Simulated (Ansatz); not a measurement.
Computed with Ansatz on PBE0-D4/def2-TZVP structures; ΔE is electronic, products minus reactants. CBS: MP2 limit from def2 TZ/QZ plus the TZ coupled-cluster correction, frozen cores. DFT in def2-TZVPP. B3LYP here is the variant with VWN-RPA as its local correlation; programs differ in this. For Ga outer-core shells are correlated without core-valence functions, which leaves a few kJ/mol of doubt a bond. Scalar relativity is left out up to krypton. Each species was taken in one conformer, which may not be the lowest.

Consider the redistribution: `F[SiH](F)[Si](F)(F)F` + `[OH][GaH][Cl]` → `[OH][GaH][Si](F)(F)F` + `F[SiH](F)Cl`.

(1) Is it downhill or uphill in electronic energy at CCSD(T)/CBS, and by how much? (Best estimate.)

(2) What do these levels give: BLYP-D4, B97M-V, PBE0-D4, B3LYP-D4, r2SCAN0-D4, CAM-B3LYP-D4, ωB97M-V, r2SCAN, CAM-B3LYP, HF/def2-TZVPP, HF/def2-QZVPP, MP2/CBS(def2)? (An estimate is asked.)

Largest T1 diagnostic among the species: 0.014.

Results:

(1) The calculation gave: Downhill: ΔE = -14.7 kJ/mol.

(2) Computed: BLYP-D4 -13.4, B97M-V -14.5, PBE0-D4 -11.9, B3LYP-D4 -11.8, r2SCAN0-D4 -12.0, CAM-B3LYP-D4 -11.9, ωB97M-V -18.5, r2SCAN -13.7, CAM-B3LYP -12.0, HF/def2-TZVPP 1.7, HF/def2-QZVPP 0.8, MP2/CBS(def2) -16.6 kJ/mol.

At CCSD(T), def2-SVP lies +8.7 kJ/mol from the extrapolated value and def2-TZVPP +2.6 kJ/mol. From BLYP to BHLYP (50 % exact exchange), in def2-TZVPP and without D4, ΔE moves by +4.6 kJ/mol. In def2-TZVPP, CCSD(T) changes the Hartree–Fock value by −13.8 kJ/mol (the triples alone add −1.3 kJ/mol) and MP2 by −15.6 kJ/mol.
